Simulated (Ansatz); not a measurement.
The cluster Mg₄S₄⁻: single points at one geometry.

```yaml
crystal:
  periodic: [false, false, false]
  atoms:
    - {symbol: Mg, position_ang: [1.280799, 2.411360, -1.929364]}
    - {symbol: Mg, position_ang: [1.914172, -0.156665, -0.795615]}
    - {symbol: Mg, position_ang: [-2.208721, 0.846288, 0.908447]}
    - {symbol: Mg, position_ang: [-0.303946, -1.653414, 0.680744]}
    - {symbol: S, position_ang: [0.336678, 1.643936, 0.407168]}
    - {symbol: S, position_ang: [-0.606693, 0.530139, -1.216668]}
    - {symbol: S, position_ang: [-2.289747, -1.330289, 1.826116]}
    - {symbol: S, position_ang: [1.877468, -2.291334, 0.119172]}
basis:
  gaussian: {orbitals: def2-TZVPD, initial_orbitals: start.molden}
total_charge: -1
magnetization: {spin_polarized: true, initial_magnetization: 1}
hamiltonian: {xc: r2scan, dispersion: d4}
scf: {omitted_lower_state_checks: [starts]}
output: {orbitals: {seedname: orbitals}}
```

The file start.molden holds the orbitals of an earlier run on this structure, at another level or in another basis.

```sh
$ ansatz run in.yaml --threads 4 --pin off --events-out ev --progress --plain --max-ram 4787MiB
```

Shortened log:

```
Functional definition: r2SCAN
2404 factors; their error is unknown
mean field evaluation 1: about -65124.6951 eV, gradient 8.6e0 eV
mean field evaluation 2: about -65124.7615 eV, gradient 1.8e-1 eV
mean field evaluation 4: about -65124.7017 eV, gradient 3.1e-2 eV
mean field evaluation 8: about -65124.7018 eV, gradient 1.9e-5 eV
mean field -65124.70176135 eV, -2393.2886466215 hartree, gradient 2.3e-5 eV, S^2 0.939244; 0 other end points of the search recorded, 0 dependent functions left out
reference -65124.70181916 eV, -2393.2886487457 hartree; 57, 56 occupied and 267, 268 virtual orbitals, 2404 factors
Total energy: -65124.81580497 eV, -2393.2928376471 hartree
Checks for a lower state left out: starts
```

Hardware: 4 threads of Arm Neoverse V2 on a shared host. Wall time 36 s, peak host memory 1.2 GiB.

The first input with `hamiltonian: {xc: hf}` (abridged; 21 s):

```
Functional definition: HF
the host lacks memory for fits, so the integrals are decomposed
mean field -65006.52246482 eV, -2388.9456375787 hartree, gradient 2.1e-5 eV, S^2 1.422674
Total energy: -65006.52246482 eV, -2388.9456375787 hartree
Checks for a lower state left out: starts
```

As the first input, with `hamiltonian: {xc: {name: BHLYP}, dispersion: d4}` (abridged; 34 s):

```
Functional definition: BHLYP
the host lacks memory for fits, so the integrals are decomposed
mean field -65129.40882575 eV, -2393.4616280475 hartree, gradient 2.1e-5 eV, S^2 0.884410
Total energy: -65130.19608241 eV, -2393.4905591960 hartree
Checks for a lower state left out: starts
```

As the first input, with `hamiltonian: {xc: pbe, dispersion: d4}`, `output: {forces: true, orbitals: {seedname: orbitals}}` (abridged; 15 s):

```
Functional definition: PBE
mean field -65098.37012641 eV, -2392.3209768856 hartree, gradient 2.0e-5 eV, S^2 0.794657
Total energy: -65098.85761688 eV, -2392.3388918300 hartree
Atom 0 force     0.071788     0.020078    -0.053357 eV/Å
Atom 1 force    -0.095012    -0.054679     0.067198 eV/Å
Atom 2 force     0.188366    -0.181766    -0.022093 eV/Å
Atom 3 force     0.021355     0.069402    -0.022966 eV/Å
Atom 4 force    -0.207609    -0.194238    -0.149935 eV/Å
Atom 5 force     0.056895     0.116564     0.257511 eV/Å
Atom 6 force     0.056606     0.107919    -0.070875 eV/Å
Atom 7 force    -0.092386     0.116722    -0.005482 eV/Å
Dipole moment:     0.091309     0.552095    -0.365525 e Å
Checks for a lower state left out: starts
```

As the first input, with `hamiltonian: {xc: pbe0, dispersion: d4}` (abridged; 25 s):

```
Functional definition: PBE0
the host lacks memory for fits, so the integrals are decomposed
mean field -65103.67697928 eV, -2392.5160001315 hartree, gradient 2.1e-5 eV, S^2 0.882065
Total energy: -65104.10602907 eV, -2392.5317674202 hartree
Checks for a lower state left out: starts
```

First input, but with `gaussian: {orbitals: def2-SVPD, initial_orbitals: start.molden}`, `correlation: {method: mp2}` and without the key `hamiltonian` (abridged; 8 s):

```
Functional definition: HF
mean field -64984.67786307 eV, -2388.1428632712 hartree, gradient 2.4e-6 eV, S^2 1.427215
24 core orbitals not correlated: weight in the atoms' cores, before any rotation towards them, 1.000 or more for the frozen orbitals, at most 0.000 for the correlated occupied ones
second order -18.85495818 eV of doubles, -0.00000000 eV of singles
Total energy: -65003.53282126 eV, -2388.8357702041 hartree
Checks for a lower state left out: starts
```

The first input with `gaussian: {orbitals: def2-SVPD, initial_orbitals: start.molden}`, `hamiltonian: {xc: pbe}`, `correlation: {method: rpa}` and without the key `output` (abridged; 12 s):

```
Functional definition: PBE
mean field -65076.29877617 eV, -2391.5098697247 hartree, gradient 2.7e-6 eV, S^2 0.796687
24 core orbitals not correlated: weight in the atoms' cores, before any rotation towards them, 1.000 or more for the frozen orbitals, at most 0.000 for the correlated occupied ones
Total energy: -65014.99513227 eV, -2389.2570023643 hartree
Checks for a lower state left out: starts
```

Geometry: r2SCAN-D4/def2-SVPD.

Correlated methods freeze 24 core orbitals; core or outer-core shells of Mg are correlated, in sets that lack core-valence functions. At r2SCAN-D4/def2-TZVPD, HF/def2-TZVPD, BHLYP-D4/def2-TZVPD, PBE0-D4/def2-TZVPD and others the charge -1 doublet is spin-contaminated (final ⟨S²⟩ up to 1.43, 0.75 for a pure state). Another isomer (doublet) lies 3.00 eV lower at PBE0-D4/def2-TZVPD; other spin states weren't run for this one.
